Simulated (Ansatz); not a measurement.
`[NH2][SbH][SiH3]` + H₂O → `[OH][SbH][SiH3]` + NH₃  (formal hydrolysis of the Sb–N bond)

Gas-phase electronic energies from Ansatz, PBE0-D4/def2-TZVP geometries. CCSD(T)/CBS adds triple-zeta CCSD(T) − MP2 to the extrapolated MP2 energy (def2 sets, frozen cores). This one scheme is used for every species. DFT in def2-TZVPP. B3LYP here is the variant with VWN-RPA as its local correlation; programs differ in this. Elements past krypton have def2 core potentials. For Sb outer-core shells are correlated without core-valence functions, which leaves a few kJ/mol of doubt a bond. Each species was taken in one conformer, which may not be the lowest.

`[NH2][SbH][SiH3]`:

Cartesian coordinates in Å:
```
N -0.754 -1.642 0.930
Sb -1.240 0.340 0.784
Si 0.564 1.038 -0.936
H -1.346 -2.201 0.330
H 0.209 -1.844 0.692
H -0.201 0.804 2.062
H 0.113 0.681 -2.309
H 1.841 0.319 -0.667
H 0.815 2.504 -0.887
```

H₂O:

Cartesian coordinates in Å:
```
O -0.377 0.082 -0.051
H 0.264 0.579 0.461
H 0.113 -0.661 -0.410
```

`[OH][SbH][SiH3]`:

Z-matrix (Å, degrees):
```
Si
Sb 1 2.580
H 1 1.489 2 108.7
H 1 1.486 2 109.4 3 -118.5
H 1 1.485 2 110.8 3 120.6
O 2 1.984 1 92.4 3 -163.3
H 2 1.717 1 90.2 3 -68.1
H 6 0.960 2 109.5 1 -146.8
```

NH₃:

Z-matrix (Å, degrees):
```
N
H 1 1.013
H 1 1.013 2 107.1
H 1 1.013 2 107.1 3 -114.5
```

```json
{"level": "PBE-D4", "ΔE (kJ/mol)": "-17.9", "difference from CCSD(T)/CBS": "-1.6"}
{"level": "revPBE-D4", "ΔE (kJ/mol)": "-16.6", "difference from CCSD(T)/CBS": "-0.3"}
{"level": "r2SCAN-D4", "ΔE (kJ/mol)": "-20.7", "difference from CCSD(T)/CBS": "-4.4"}
{"level": "B3LYP-D4", "ΔE (kJ/mol)": "-20.6", "difference from CCSD(T)/CBS": "-4.3"}
{"level": "r2SCAN0-D4", "ΔE (kJ/mol)": "-17.1", "difference from CCSD(T)/CBS": "-0.8"}
{"level": "ωB97X-V", "ΔE (kJ/mol)": "-20.4", "difference from CCSD(T)/CBS": "-4.1"}
{"level": "ωB97M-V", "ΔE (kJ/mol)": "-18.6", "difference from CCSD(T)/CBS": "-2.3"}
{"level": "PBE", "ΔE (kJ/mol)": "-20.0", "difference from CCSD(T)/CBS": "-3.7"}
{"level": "r2SCANh", "ΔE (kJ/mol)": "-19.8", "difference from CCSD(T)/CBS": "-3.5"}
{"level": "r2SCAN0", "ΔE (kJ/mol)": "-17.7", "difference from CCSD(T)/CBS": "-1.4"}
{"level": "CAM-B3LYP", "ΔE (kJ/mol)": "-23.7", "difference from CCSD(T)/CBS": "-7.4"}
{"level": "LC-ωPBE", "ΔE (kJ/mol)": "-19.2", "difference from CCSD(T)/CBS": "-2.9"}
{"level": "MP2/def2-QZVPP", "ΔE (kJ/mol)": "-14.2", "difference from CCSD(T)/CBS": "2.1"}
{"level": "SCS-MP2/def2-QZVPP", "ΔE (kJ/mol)": "-17.6", "difference from CCSD(T)/CBS": "-1.3"}
{"level": "HF/CBS(def2)", "ΔE (kJ/mol)": "-23.9", "difference from CCSD(T)/CBS": "-7.6"}
{"level": "MP2/CBS(def2)", "ΔE (kJ/mol)": "-14.4", "difference from CCSD(T)/CBS": "1.9"}
{"level": "CCSD(T)/CBS", "ΔE (kJ/mol)": "-16.3", "difference from CCSD(T)/CBS": "0"}
```

Largest T1 diagnostic among the species: 0.014.

Leaving LDA and LC-ωPBE aside and taking each functional with its dispersion term where it has one, the values, not all of them listed here, spread over 11.4 kJ/mol, from B97M-V to PBE-QIDH. LDA lies +5.0 kJ/mol from PBE without D4. From PBE to PBE0 (25 % exact exchange), in def2-TZVPP and without D4, ΔE moves by +3.1 kJ/mol. The D4 term adds +3.3 kJ/mol with B3LYP and +1.8 kJ/mol with PBE0; it sums over pairs of atoms, weighted by their polarisabilities, and B3LYP, whose exchange is more repulsive, gets the larger term.
